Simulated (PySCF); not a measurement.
C3H7O, SMILES CC(C)[O], multiplicity 2. The structure is a stationary point at PBE-D3(BJ)/def2-SVP. The isomer is the one that the SMILES or the coordinates give; other isomers of the formula were not compared.

Computed equilibrium geometry at PBE-D3(BJ)/def2-SVP (PySCF confirms it by a frequency run) as bond lengths and angles, and its point group:
point group Cs.
Atoms: C1 C2 C3 O4 H5 H6 H7 H8 H9 H10 H11. Bonds (Å): C1–C2 1.543, C1–H5 1.109, C1–H6 1.108, C1–H7 1.107, C2–C3 1.543, C2–O4 1.353, C2–H8 1.139, C3–H9 1.109, C3–H10 1.108, C3–H11 1.107. Angles (°): C2–C1–H5 109.4, C2–C1–H6 111.7, C2–C1–H7 110.2, H5–C1–H6 108.2, H5–C1–H7 108.2, H6–C1–H7 109.2, C1–C2–C3 113.7, C1–C2–O4 114.1, C1–C2–H8 106.2, C3–C2–O4 114.1, C3–C2–H8 106.2, O4–C2–H8 101.2, C2–C3–H9 109.4, C2–C3–H10 111.7, C2–C3–H11 110.2, H9–C3–H10 108.2, H9–C3–H11 108.2, H10–C3–H11 109.2.
Charge 0, spin multiplicity 2.
